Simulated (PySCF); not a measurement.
Computed shifts of a molecule C₃H₆FNSi, PBE/pcSseg-1 (PySCF), GIAO, gas phase, equivalent atoms averaged, in ppm (number of nuclei): ¹³C: 84.3 (1), 82.7 (1), 41.2 (1). ¹⁵N: 41.2 (1). ²⁹Si: -3.9 (1). ¹⁹F: -240.5 (1). ¹H: 5.75 (1), 4.98 (1), 4.11 (1), 2.79 (1), 1.45 (1), 0.32 (1). References: ¹³C against TMS (σ = 182.0 ppm); ¹⁵N against NH3 (σ = 267.0 ppm); ²⁹Si against TMS (σ = 335.4 ppm); ¹⁹F against CFCl3 (σ = 133.6 ppm); ¹H against TMS (σ = 31.49 ppm), references at their B3LYP-D3(BJ)/def2-TZVP geometries, non-relativistic. Coordinates come from a PBE-D3(BJ)/def2-SVP optimisation. One conformer was computed; it need not be the lowest.

Pick the molecule that these values belong to.
(A) N[C@@H]1C=C(F)[SiH2]1
(B) C#C[C@H](N)[SiH2]F
(C) C#CCN[SiH2]F
(D) N[Si@@H]1C=C(F)C1

B, C#C[C@H](N)[SiH2]F
